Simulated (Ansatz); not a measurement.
**A ladder of methods for InF (SMILES [F][In])**

InF: 2 atoms, total charge 0, spin state singlet. SMILES: `[F][In]`. The shape comes from GFN2-xTB, which is rough for such elements, and wasn't checked as a minimum.

```xyz
2

F     0.0000    0.0000    0.0000
In    0.0000    0.0000    2.0255
```

Each level gives the energy change with the F1–In2 bond stretched from 2.025 to 2.532 Å (eV). The values are calculated.

```tsv
level	kind	program	value (eV)
HF/STO-3G (restricted)	Hartree–Fock	Ansatz	2.67
SVWN5/STO-3G (restricted)	LDA	Ansatz	2.43
BLYP/STO-3G (restricted)	GGA	Ansatz	2.25
r2SCAN/STO-3G (restricted)	meta-GGA	Ansatz	2.36
B3LYP/STO-3G (restricted)	global hybrid	Ansatz	2.42
BHLYP/STO-3G (restricted)	global hybrid	Ansatz	2.57
PBE0/STO-3G (restricted)	global hybrid	Ansatz	2.43
wB97M-V/STO-3G (restricted)	range-separated hybrid	Ansatz	2.61
MP2/STO-3G (restricted)	perturbation theory	Ansatz	2.47
CCSDT(Q)/STO-3G (restricted)	coupled cluster or CI	Ansatz	2.03
```

All-electron rows without a relativistic Hamiltonian named are non-relativistic. The first shape isn't each level's own minimum. The values span 2.03 to 2.67 eV. All rows use very small basis sets, so even the best lies far from the true value. In the correlated wave-function rows the outer d shell of In is correlated, in sets not made for it.
